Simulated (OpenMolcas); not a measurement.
# Exact exchange and the HOMO–LUMO gap of BaO

The species is BaO (2 atoms), meant as a singlet with charge 0. SMILES: `[O][Ba]`. Geometry: relaxed at PBE0-D4/def2-TZVP.

The HOMO–LUMO gap y, in eV, basis def2-TZVP with a core potential; a is the functional's share of exact exchange. Programs: OpenMolcas 26.06.

| functional | program | a | y (eV) |
| --- | --- | --- | --- |
| BLYP | OpenMolcas | 0 | 1.74 |
| PBE | OpenMolcas | 0 | 1.86 |
| B3LYP | OpenMolcas | 0.2 | ? |
| PBE0 | OpenMolcas | 0.25 | 3.49 |
| BHLYP | OpenMolcas | 0.5 | 4.91 |

Problem. Fit y = c + s·a to the known rows and predict B3LYP.

Solution. 
1. Means of the 4 rows: a = 0.1875, y = 3.000.
2. Σ(Δa)² = 0.17188, Σ(Δa·Δy) = 1.0775, so the slope is 1.0775/0.17188 = 6.2689.
3. Intercept: 3.000 − (6.2689) × 0.1875 = 1.825. The largest residual of the fit is 0.098.
4. B3LYP: 1.825 + (6.2689) × 0.2 = 3.08 eV.

The run gave 3.06 eV, so the prediction is off by +0.02 eV, within the largest residual. Exact exchange lowers occupied levels and raises empty ones. The rows mix families of semi-local functionals, which the line can't see.
